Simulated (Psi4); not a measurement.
C$_{2}$H$_{6}$SZn (SMILES C[CH2][Zn][SH]), singlet, geometry from GFN2-xTB (such geometries of metal compounds can be far from the true shape); R2SCAN/def2-SV(P) (Psi4).

Input for Psi4:
```
memory 2 GB

molecule {
0 1
Zn   -0.39489974   -0.24293507    0.30569578
C     0.27888530   -1.82744711   -0.79807246
C     1.34456189   -1.27055712   -1.73244052
H    -0.52225616   -2.28454765   -1.37353966
H     0.70725683   -2.59442988   -0.15706615
H     2.16584729   -0.81757575   -1.17697938
H     0.93132662   -0.52161936   -2.40779205
H     1.76100777   -2.07387796   -2.34303988
S    -0.11729360    2.00049091    0.73888168
H    -1.06017579    2.16027360    1.64851484
}

set {
  basis def2-sv(p)
}

energy('r2scan')
print_variables()
```

### Question
Write the output that Psi4 gives for this input, abridged.

### Answer

```
   => Loading Basis Set <=

    Name: DEF2-SV(P)
    Role: ORBITAL
    Keyword: BASIS

         ---------------------------------------------------------
                                   SCF
               by Justin Turney, Rob Parrish, Andy Simmonett
                          and Daniel G. A. Smith
                              RKS Reference
         ---------------------------------------------------------

  ==> Geometry <==

    Molecular point group: c1
    Full point group: C1

    Geometry (in Angstrom), charge = 0, multiplicity = 1:

       Center              X                  Y                   Z               Mass
    ------------   -----------------  -----------------  -----------------  -----------------
         ZN          -0.351229544711    -0.283216705875     0.250554635460    63.929142010000
         C            0.322555495289    -1.867728745875    -0.853213604540    12.000000000000
         C            1.388232085289    -1.310838755875    -1.787581664540    12.000000000000
         H           -0.478585964711    -2.324829285875    -1.428680804540     1.007825032230
         H            0.750927025289    -2.634711515875    -0.212207294540     1.007825032230
         H            2.209517485289    -0.857857385875    -1.232120524540     1.007825032230
         H            0.974996815289    -0.561900995875    -2.462933194540     1.007825032230
         H            1.804677965289    -2.114159595875    -2.398181024540     1.007825032230
         S           -0.073623404711     1.960209274125     0.683740535460    31.972071174400
         H           -1.016505594711     2.119991964125     1.593373695460     1.007825032230

  Running in c1 symmetry.

  Rotational constants: A =      0.28550  B =      0.05922  C =      0.04996 [cm^-1]
  Rotational constants: A =   8558.95049  B =   1775.27173  C =   1497.75898 [MHz]
  Nuclear repulsion =  300.428697268289511

  Charge       = 0
  Multiplicity = 1
  Electrons    = 64
  Nalpha       = 32
  Nbeta        = 32

  ==> Algorithm <==

  SCF Algorithm Type is DF.
  DIIS enabled.
  MOM disabled.
  Fractional occupation disabled.
  Guess Type is SAD.
  Energy threshold   = 1.00e-06
  Density threshold  = 1.00e-06
  Integral threshold = 1.00e-12

  ==> Primary Basis <==

  Basis Set: DEF2-SV(P)
    Blend: DEF2-SV(P)
    Number of shells: 42
    Number of basis functions: 82
    Number of Cartesian functions: 87
    Spherical Harmonics?: true
    Max angular momentum: 2

  ==> DFT Potential <==

   => LibXC <=

    Version 7.1.2
    S. Lehtola, C. Steigemann, M. J. T. Oliveira, and M. A. L. Marques,  SoftwareX 7, 1–5 (2018) (10.1016/j.softx.2017.11.002)

   => Composite Functional: R2SCAN <=

    r2SCAN Meta-GGA XC Functional  (0.1021/acs.jpclett.0c02405)
    J. W. Furness, A. D. Kaplan, J. Ning, J. P. Perdew, J. Sun  J. Phys. Chem. Lett.  11, 8208–8215, 2020

    Deriv               =              1
    GGA                 =           TRUE
    Meta                =           TRUE

    Exchange Hybrid     =          FALSE
    MP2 Hybrid          =          FALSE

   => Exchange Functionals <=

    1.0000   XC_MGGA_X_R2SCAN

   => Correlation Functionals <=

    1.0000   XC_MGGA_C_R2SCAN

   => LibXC Density Thresholds  <==

    XC_MGGA_C_R2SCAN:  1.00E-15
    XC_MGGA_X_R2SCAN:  1.00E-11

   => Molecular Quadrature <=

    Radial Scheme          =       TREUTLER
    Pruning Scheme         =           NONE
    Nuclear Scheme         =       TREUTLER

    Blocking Scheme        =         OCTREE
    BS radius alpha        =              1
    Pruning alpha          =              1
    Radial Points          =             75
    Spherical Points       =            302
    Total Points           =         215620
    Total Blocks           =           1658
    Max Points             =            256
    Max Functions          =             79
    Weights Tolerance      =       1.00E-15

   => Loading Basis Set <=

    Name: (DEF2-SV(P) AUX)
    Role: JKFIT
    Keyword: DF_BASIS_SCF

  ==> Integral Setup <==

  SCF_SUBTYPE=INCORE selected. In-core MEM_DF algorithm will be used.
  Using in-core AOs.

  ==> MemDFJK: Density-Fitted J/K Matrices <==

    J tasked:                   Yes
    K tasked:                    No
    wK tasked:                   No
    Algorithm:                 Core
    Schwarz Cutoff:           1E-12
    Mask sparsity (%):       4.3427
    Fitting Condition:        1E-10

   => Auxiliary Basis Set <=

  Basis Set: (DEF2-SV(P) AUX)
    Blend: DEF2-UNIVERSAL-JKFIT
    Number of shells: 182
    Number of basis functions: 650
    Number of Cartesian functions: 830
    Spherical Harmonics?: true
    Max angular momentum: 6

  Minimum eigenvalue in the overlap matrix is 4.3499378906E-03.
  Reciprocal condition number of the overlap matrix is 7.5339177548E-04.
    Using symmetric orthogonalization.

  ==> Pre-Iterations <==

  SCF Guess: Superposition of Atomic Densities via on-the-fly atomic UHF (no occupation information).

   -------------------------
    Irrep   Nso     Nmo
   -------------------------
     A         82      82
   -------------------------
    Total      82      82
   -------------------------

  ==> Iterations <==

                           Total Energy        Delta E     RMS |[F,P]|

   @DF-RKS iter SAD: -2253.52108978526212   -2.25352e+03   0.00000e+00
   @DF-RKS iter   1: -2254.56415141512343   -1.04306e+00   2.92535e-02 ADIIS/DIIS
   @DF-RKS iter   2: -2211.37306437417601    4.31911e+01   6.94934e-02 ADIIS/DIIS
   @DF-RKS iter   3: -2256.15064151095112   -4.47776e+01   1.36260e-02 ADIIS/DIIS
   @DF-RKS iter   4: -2256.47146234963748   -3.20821e-01   1.00722e-02 ADIIS/DIIS
   @DF-RKS iter   5: -2256.86127536070626   -3.89813e-01   1.62891e-03 ADIIS/DIIS
   @DF-RKS iter   6: -2256.86721272908426   -5.93737e-03   8.14064e-04 ADIIS/DIIS
   @DF-RKS iter   7: -2256.86919195622477   -1.97923e-03   2.57547e-04 ADIIS/DIIS
   @DF-RKS iter   8: -2256.86950633362767   -3.14377e-04   3.97361e-05 DIIS
   @DF-RKS iter   9: -2256.86951234591606   -6.01229e-06   1.13565e-05 DIIS
   @DF-RKS iter  10: -2256.86951265055450   -3.04638e-07   3.83696e-06 DIIS
   @DF-RKS iter  11: -2256.86951269494784   -4.43933e-08   1.42232e-06 DIIS
   @DF-RKS iter  12: -2256.86951269815972   -3.21188e-09   4.86316e-07 DIIS
  Energy and wave function converged.

  ==> Post-Iterations <==

   Electrons on quadrature grid:
      Ntotal   =   63.9999977825 ; deviation = -2.218e-06

    Orbital Energies [Eh]
    ---------------------

    Doubly Occupied:

       1A   -346.724690     2A    -88.483263     3A    -42.064911
       4A    -37.029011     5A    -37.028777     6A    -37.026819
       7A    -10.036567     8A    -10.034585     9A     -7.818750
      10A     -5.769683    11A     -5.765767    12A     -5.760196
      13A     -4.778643    14A     -3.156210    15A     -3.154919
      16A     -3.150455    17A     -0.711146    18A     -0.651969
      19A     -0.565479    20A     -0.434421    21A     -0.431925
      22A     -0.431474    23A     -0.426988    24A     -0.425713
      25A     -0.403982    26A     -0.387167    27A     -0.350686
      28A     -0.336622    29A     -0.316231    30A     -0.276781
      31A     -0.225849    32A     -0.206321

    Virtual:

      33A     -0.062777    34A      0.026907    35A      0.028283
      36A      0.068608    37A      0.096281    38A      0.131509
      39A      0.132101    40A      0.148695    41A      0.166563
      42A      0.177594    43A      0.202734    44A      0.248942
      45A      0.413314    46A      0.437569    47A      0.449475
      48A      0.483085    49A      0.515903    50A      0.562415
      51A      0.570653    52A      0.635640    53A      0.661132
      54A      0.666482    55A      0.685729    56A      0.695095
      57A      0.713946    58A      0.726318    59A      0.736190
      60A      0.737566    61A      0.748152    62A      0.773664
      63A      0.818757    64A      0.846773    65A      0.956218
      66A      0.971423    67A      1.061544    68A      1.316976
      69A      1.346510    70A      1.357649    71A      1.418280
      72A      1.474526    73A      1.607095    74A      1.640741
      75A      1.909664    76A      1.966606    77A      2.000082
      78A      2.188464    79A      2.224803    80A      2.278694
      81A      2.280643    82A      2.591848

    Final Occupation by Irrep:
              A
    DOCC [    32 ]
    NA   [    32 ]
    NB   [    32 ]

  @DF-RKS Final Energy: -2256.86951269815972

   => Energetics <=

    Nuclear Repulsion Energy =            300.4286972682895112
    One-Electron Energy =               -3737.0290215750824245
    Two-Electron Energy =                1289.5494336702897726
    DFT Exchange-Correlation Energy =    -109.8186220616565123
    Empirical Dispersion Energy =           0.0000000000000000
    VV10 Nonlocal Energy =                  0.0000000000000000
    Total Energy =                      -2256.8695126981597241

Computation Completed

Properties will be evaluated at   0.000000,   0.000000,   0.000000 [a0]

Properties computed using the SCF density matrix

 Multipole Moments:

 ------------------------------------------------------------------------------------
     Multipole            Electronic (a.u.)      Nuclear  (a.u.)        Total (a.u.)
 ------------------------------------------------------------------------------------

 L = 1.  Multiply by 2.5417464519 to convert [e a0] to [Debye]
 Dipole X            :         -5.8358204            5.2815812           -0.5542392
 Dipole Y            :          3.9408586           -4.8717605           -0.9309019
 Dipole Z            :          6.8880044           -6.6689061            0.2190983
 Magnitude           :                                                    1.1053341

 ------------------------------------------------------------------------------------

  Variable Map:
  ----------------------------------------------------------------------------
  "CURRENT ENERGY"              =>   -2256.869512698160
  "CURRENT REFERENCE ENERGY"    =>   -2256.869512698160
  "DD SOLVATION ENERGY"         =>       0.000000000000
  "DFT FUNCTIONAL TOTAL ENERGY" =>   -2256.869512698160
  "DFT TOTAL ENERGY"            =>   -2256.869512698160
  "DFT VV10 ENERGY"             =>       0.000000000000
  "DFT XC ENERGY"               =>    -109.818622061657
  "GRID ELECTRONS ALPHA"        =>      31.999998891229
  "GRID ELECTRONS BETA"         =>      31.999998891229
  "GRID ELECTRONS TOTAL"        =>      63.999997782457
  "NUCLEAR REPULSION ENERGY"    =>     300.428697268290
  "ONE-ELECTRON ENERGY"         =>   -3737.029021575082
  "PCM POLARIZATION ENERGY"     =>       0.000000000000
  "PE ENERGY"                   =>       0.000000000000
  "SCF ITERATION ENERGY"        =>   -2256.869512698160
  "SCF ITERATIONS"              =>      12.000000000000
  "SCF TOTAL ENERGY"            =>   -2256.869512698160
  "TWO-ELECTRON ENERGY"         =>    1289.549433670290
  "XC GRID RADIAL POINTS"       =>      75.000000000000
  "XC GRID SPHERICAL POINTS"    =>     302.000000000000
  "XC GRID TOTAL POINTS"        =>  215620.000000000000

  Array Variable Map:
  ----------------------------------------------------------------------------
  "CURRENT DIPOLE"              =>      -0.554239198573 ... 0.219098281962 1 by 3
  "SCF DIPOLE"                  =>      -0.554239198573 ... 0.219098281962 1 by 3
  "SCF TOTAL ENERGIES"          =>   -2253.521089785262 ... -2256.869512698160 1 by 13
```
